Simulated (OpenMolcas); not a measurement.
W5+ (d1) among equal point charges was computed by CASSCF with the d shell active (OpenMolcas, ANO-RCC-VDZP on the metal). Its lowest spin-free states, and all those of the highest spin:

| 2S+1 | Degeneracy | E (cm-1) |
| --- | --- | --- |
| 2 | 1 | 0.0 |
| 2 | 2 | 8339 |
| 2 | 2 | 10323 |

Problem. Is the site octahedral, tetrahedral or cube-like, axial, or of lower symmetry?

Solution. The states with 2S+1 = 2 have orbital degeneracies 1, 2, 2. There are pairs but no triples, so the site is axial: not cubic, but with a proper or improper axis of order three or more. The run had W5+ among 6 point charges of -1.7 e arranged as a trigonal prism (D3h), 1.91 Å from the ion, with a polar angle of 57.4° against the regular 49.1°.

Point charges carry no covalency, so the field is a model and not that of real ligands. No measured value stands beside these numbers.
